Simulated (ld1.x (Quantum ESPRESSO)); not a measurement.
**An all-electron radial function and its pseudo partner (N (Z = 7))**

Columns: radius, all-electron u(r) and pseudo u(r) of the 2s shell (level -18.42 eV) of nitrogen in the configuration [He] 2s2 2p3; LDA (PZ), scalar-relativistic, PAW scheme, ld1.x (Quantum ESPRESSO) 7.5.

```tsv
r (bohr)	all-electron	pseudo
0.095	0.3792	-0.1490
0.190	0.3144	-0.2929
0.285	0.0933	-0.4267
0.380	-0.1576	-0.5466
0.475	-0.3848	-0.6497
0.570	-0.5688	-0.7343
0.665	-0.7061	-0.7999
0.760	-0.8003	-0.8469
0.855	-0.8575	-0.8766
0.950	-0.8849	-0.8903
1.045	-0.8890	-0.8896
1.140	-0.8755	-0.8755
1.235	-0.8494	-0.8494
1.330	-0.8144	-0.8144
1.425	-0.7735	-0.7735
1.520	-0.7292	-0.7292
1.615	-0.6832	-0.6832
1.710	-0.6369	-0.6369
1.805	-0.5911	-0.5911
1.900	-0.5466	-0.5466
1.995	-0.5040	-0.5040
2.090	-0.4634	-0.4634
2.185	-0.4251	-0.4251
2.280	-0.3891	-0.3891
2.375	-0.3556	-0.3556
2.470	-0.3244	-0.3244
```

(1) How many radial nodes do the two functions have?

(2) At about which radius was the pseudo-wave matched?

(3) Is the pseudo-wave norm-conserving?

Answers

(1) The all-electron 2s function has n − l − 1 = 1; the pseudo-wave has 0, since the states of the same l below it are removed with the core.

(2) 1.15 bohr, where the columns begin to agree (steps of 0.10 bohr).

(3) No, it belongs to a PAW set: the norm inside the radius is not constrained, and the difference is carried by the augmentation charge.
